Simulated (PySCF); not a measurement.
C₃H₁₁PSi.
SMILES: `C[SiH2]P(C)C`

Computed, not measured: PySCF, TDDFT B3LYP/def2-SVPD, vertical, gas phase, core orbitals frozen in the response. One conformer (not necessarily the lowest) at the GFN2-xTB geometry, without solvent, vibrations or thermal averaging. Torsions of this conformer, `[CH3:1][SiH2:2][P:3]([CH3:4])[CH3:5]`: C1–Si2–P3–C4 75°.

A / s⁻¹ = 0.6670 f (ν̃ / cm⁻¹)² and τ = 1/A in vacuum; |μ| follows from f = (2/3) ΔE |μ|² (atomic units, 1 au = 2.5417 D); ∫σ dE = 109.76 f Mb·eV.

The rates are for emission to S0 at the absorption energy, with no other channel.

Energies and rates of the computed singlets with f of 0.002 or more:

| state | E (eV) | A (s⁻¹) |
| --- | --- | --- |
| S1 | 5.45 | 4.33×10⁷ |
| S2 | 5.70 | 8.16×10⁷ |
| S3 | 6.10 | 7.17×10⁷ |
| S4 | 6.48 | 1.76×10⁸ |
| S6 | 6.97 | 1.39×10⁸ |
| S7 | 7.08 | 1.28×10⁸ |
| S8 | 7.26 | 1.42×10⁸ |

Task: Which f and |μ| stand behind these rates?

Result: f = A / (0.6670 ν̃²), and |μ| follows from f:

```
state      f  |μ| (D)       τ  main configurations (H = HOMO, L = LUMO)
   S1  0.034     1.27   23 ns                     H→L (84%), H→L+1 (9%)
   S2  0.058     1.64   12 ns                               H→L+1 (90%)
   S3  0.044     1.39   14 ns                               H→L+2 (84%)
   S4  0.097     1.98  5.7 ns                               H→L+3 (88%)
   S6  0.066     1.58  7.2 ns                               H→L+5 (85%)
   S7  0.059     1.48  7.8 ns                               H→L+6 (87%)
   S8  0.062     1.50    7 ns                               H-1→L (85%)
```

Task: By what factor does the largest A in the list exceed the smallest?

Result: S4 has 4.1 times the rate of S1.

Task: How much energy does a mole of photons resonant with S4 carry?

Result: 6.480 eV × 96.485 = 625 kJ/mol (149 kcal/mol).

Task: Which computed singlets stay under f = 0.002?

Result: S5 (6.79 eV, f 0.0003).
